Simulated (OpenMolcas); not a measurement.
# Levels of Co V by method

```json
{
  "Program": "OpenMolcas 26.06",
  "Basis": "ANO-RCC-VTZP [6s5p3d2f1g]",
  "Scalar Hamiltonian": "DKH2, point nucleus",
  "Active space": "11 electrons in 8 orbitals (RAS1 3p, at most 2 holes; RAS2 3d)",
  "State averaging": "2S+1 = 6 even, 1 root; 2S+1 = 4 even, 24 roots; 2S+1 = 2 even, 53 roots",
  "Spin-orbit coupling": "RASSI with atomic mean-field integrals over the reference wave functions, term energies averaged over their components"
}
```

Methods on the same reference wave functions:
A. RASSCF
B. SS-RASPT2, IPEA 0.25 Eh, imaginary shift 0.1 Eh (closed shells correlated: 3s)
C. MS-RASPT2, IPEA 0.25 Eh, imaginary shift 0.1 Eh (closed shells correlated: 3s)

Energies in cm⁻¹ above 3d⁵ ⁶S_5/2, the measured ground level; measured values from Sugar and Corliss, J. Phys. Chem. Ref. Data 10, 1097 (1981).

```csv
Level,A,B,C,Measured
3d⁵ ⁶S_5/2,0.0,0.0,0.0,0.0
3d⁵ ⁴G_5/2,43231,38900,38900,
3d⁵ ⁴G_7/2,43293,38960,38960,
3d⁵ ⁴G_11/2,43311,38970,38970,37218
3d⁵ ⁴G_9/2,43330,38990,38990,
3d⁵ ⁴P_5/2,44464,43050,43050,40753
3d⁵ ⁴P_3/2,44565,43180,43180,40891
3d⁵ ⁴P_1/2,44655,43340,43340,41024
3d⁵ ⁴D_7/2,51278,46980,46980,44709
3d⁵ ⁴D_1/2,51396,47130,47130,44908
3d⁵ ⁴D_3/2,51471,47270,47270,
3d⁵ ⁴D_5/2,51485,47310,47310,
3d⁵ ²D_5/2 [67 %],63125,60430,60440,57083
3d⁵ ²I_11/2,63262,56750,56750,
3d⁵ ²I_13/2,63425,56890,56890,
3d⁵ ²D_3/2,64027,61270,61270,57823
3d⁵ ²F_7/2(1),65815,62990,62860,59455
3d⁵ ⁴F_9/2,68171,63680,63680,60830
3d⁵ ⁴F_7/2,68233,63780,63800,60974
3d⁵ ⁴F_5/2 [74 %],68384,63670,63630,
3d⁵ ⁴F_3/2,68455,64120,64120,
3d⁵ ²H_9/2,72774,67920,67920,64742
3d⁵ ²H_11/2,73218,68520,68520,65284
3d⁵ ²G_7/2,75992,69680,69680,66229
```

Deviations, from unrounded energies. A percentage is the sum of absolute deviations over the sum of measured energies, with the sign that they share, or ± where signs differ.

| Against measurement | Levels | A | B | C |
| --- | --- | --- | --- | --- |
| mean absolute deviation (cm-1) | 14 | 6400 | 2800 | 2800 |
| other terms of the ground configuration (%) | 14 | +12.0 | +5.3 | +5.2 |

B, C lie about equally close to measurement and A furthest from it. The largest miss of C in the table is 3d⁵ ²G_7/2, by +3500 cm-1. The ranking rests on the paired levels alone, and a cruder setting can come out closer through cancelling errors.

Between B and C the level of the table that moves most is 3d⁵ ²F_7/2(1), by 130 cm-1 (lowest in C, highest in B). Moves below CASPT2's spread within the term are not significant.

The two smallest mean deviations differ by little beside CASPT2's spread within terms, so their order carries little weight.

From A to B the spin-free energies of the other terms of 3d⁵ shown, above ⁶S, scale by factors of 0.90 to 0.97.

The lowest spin-free term lies below A's lowest term by 0.304 hartree in B, 0.304 hartree in C.

Term energies are means over components that CASPT2 splits; among the terms shown or strongly mixed into the levels shown the widest spread is 520 cm-1 (3d⁵ ⁴F, C). Active for correlation alone: 3p; no level in the range computed is led by a configuration that opens it, so any true level of that kind is missing. Without dynamic correlation excited terms often stand tens of per cent too high (terms of higher spin than the ground term too low), and those without a measured partner can miss by more than the paired ones (holds for A). Some levels mix across a computed gap that differs much from the measured one, so their mixing is not that of the real levels (holds for B; C). Computed and measured levels are paired by configuration, term and J; levels that our copy of the source lacks, or whose pairing is in doubt (as where it misses far off the trend of its configuration), stay unpaired and out of the deviations. Levels of configurations outside the active space are missing. Levels that lie high or do not pair safely by name in every column are left out.

A share in square brackets marks a mixed level and gives the weight of the term that names it, the lowest over the columns. A number in round brackets counts repeated terms of one configuration in the order of the reference energies.
